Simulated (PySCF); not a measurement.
**Stationary points of ISe₂⁻**

Method: PBE0 in PySCF with I def2-SVPD with ECP28, Se def2-SVPD; scalar-relativistic core potentials, no spin–orbit coupling; density-fitted integrals.

Relaxations began from a few typed shapes. The search is not exhaustive: other isomers or separated fragments can lie lower, and high-lying points may rest on an excited occupation.

Question: Order these stationary points by electronic energy, lowest first, in kJ/mol from the lowest minimum.
A. singlet D∞h: I–Se 2.641 Å (×2); Se–I–Se 180.0°
B. singlet C2v: I–Se 2.520 Å (×2); Se–I–Se 117.5°

Answer: B (0.0), A (108.1).

Question: Which of them are minima?

Answer: By energy in kJ/mol, 0.0: minimum; 108.1: saddle point, 1 imaginary mode.

Counting electrons, iodine keeps 4 of its valence electrons outside its bonds, so the VSEPR class is AX2E2 and the expected shape is bent (C2v), as computed.

For the lowest minimum: the lowest empty level of this anion is unbound, so it and the gap depend on the basis.

The electron or spin density has lower symmetry than the nuclear frame for the singlet D∞h at 108.1 kJ/mol.
